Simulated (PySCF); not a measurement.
## Peak assignment

Geometry:
| atom | x (Å) | y (Å) | z (Å) |
| --- | --- | --- | --- |
| F1 | 3.427 | 0.832 | 0.544 |
| C2 | 2.484 | -0.091 | 0.802 |
| C3 | 1.302 | -0.051 | 0.216 |
| C4 | 0.145 | -1.007 | 0.393 |
| C5 | -0.846 | -0.348 | -0.592 |
| C6 | -2.086 | 0.145 | 0.080 |
| F7 | -2.843 | -0.837 | 0.609 |
| F8 | -1.827 | 0.992 | 1.095 |
| F9 | -2.890 | 0.817 | -0.767 |
| Si10 | 0.413 | 1.058 | -1.033 |
| H11 | 2.829 | -0.825 | 1.519 |
| H12 | -0.229 | -1.016 | 1.417 |
| H13 | 0.396 | -2.030 | 0.117 |
| H14 | -1.164 | -1.011 | -1.395 |
| H15 | 0.857 | 0.989 | -2.421 |
| H16 | 0.024 | 2.391 | -0.594 |

PySCF calculation with shieldings: GIAO PBE0/pcSseg-1 and structure optimised with GFN2-xTB; no relativistic terms, equivalent nuclei averaged, a single conformation, gas phase.

Shifts are taken against calculated references (same method and geometry level): $^{13}$C (σref 186.93), $^{1}$H (σref 31.72) vs TMS.

**Question.** Assign these signals to the numbered atoms. $^{13}$C{$^{1}$H} NMR (computed): δ 165.1, 138.8, 118.3, 29.8, 28.0.

**Answer.** 
165.1 → C2, alkene CH
138.8 → C6, CF3 carbon: 3 electronegative neighbours deshield it
118.3 → C3, fully substituted alkene carbon: the olefinic region
29.8 → C5, sp3 CH bonded to Si
28.0 → C4, allylic sp3 CH2: aliphatic region, no heteroatom directly attached

C5 and C4 lie closer than the usual error of such a calculation, so a measured spectrum could show them in the other order.

**Question.** Assign these signals to the numbered atoms. $^{1}$H NMR (400 MHz, computed): δ 7.20 (m, 1H), 5.29 (m, 1H), 5.18 (m, 1H), 3.14 (m, 1H), 3.08 (m, 1H), 2.44 (m, 1H).

**Answer.** 
7.20 → H11, hydrogen on an alkene CH: attached to an sp2 carbon and in the plane of the double bond
5.29 → H16, hydrogen on a silicon bonded to 2 C, in a 4-membered ring
5.18 → H15, hydrogen on a silicon bonded to 2 C, in a 4-membered ring
3.14 → H12, hydrogen on an allylic sp3 CH2: allylic position
3.08 → H13, hydrogen on an allylic sp3 CH2
2.44 → H14, hydrogen on an sp3 CH bonded to Si

H16 and H15; H12 and H13 lie closer than the usual error of such a calculation, so a measured spectrum could show them in the other order.

Splittings by $^{19}$F in the carbon and heteronuclear signals aren't shown, as no couplings were computed. Shifts are as computed. Against solution values, carbons near 30 ppm lie about +3 ppm off and those near 130 ppm about +5 ppm. Of 1309 compounds with measured shifts, 239 miss one by over three times the rms of a fit or turn the order of signals round; such compounds aren't used in these exercises. No couplings were computed; multiplicities are counted from neighbouring protons, with m where these are inequivalent, close in shift, in a saturated or five-membered ring or joined by F or P, and br s for small geminal =CH2 splittings.
